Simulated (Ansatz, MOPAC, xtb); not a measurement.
Pair of molecules: HF (SMILES F) (first 2 atoms) with H2S (SMILES S); geometry from B3LYP-D3(BJ)/def2-TZVP, rigid monomers moved along the line of their centres of mass till H2···S3 is 3.14 Å.
(charge 0, multiplicity 1):
| atom | x (Å) | y (Å) | z (Å) |
|---|---|---|---|
| F | 0.0036 | -0.1409 | -0.3429 |
| H | 0.1275 | -0.3538 | 0.5634 |
| S | 0.3764 | -0.8479 | 3.6526 |
| H | -0.9336 | -0.6440 | 3.8714 |
| H | 0.6852 | 0.4330 | 3.9167 |

Interaction energies are E(AB) − E(A) − E(B) at the monomers' geometry in the complex; basis-set methods are counterpoise corrected.

The state that PM3 reach isn't checked.

Codes used: Ansatz (Gaussian basis) for Hartree–Fock, density functionals and correlated methods; MOPAC for PM3 (differences of heats of formation); xtb for the GFN methods. 

Q: One of these levels gives -11.7 kJ/mol for the interaction energy. Which one is it?
(A) GFN1-xTB
(B) PM3
(C) r2SCAN/def2-TZVPPD
(D) HF/aug-cc-pV(D+d)Z

A: C, r2SCAN/def2-TZVPPD. The others give -4.9 (PM3), -7.8 (GFN1-xTB), -10.4 (HF/aug-cc-pV(D+d)Z)

Ansatz is an electronic-structure program.
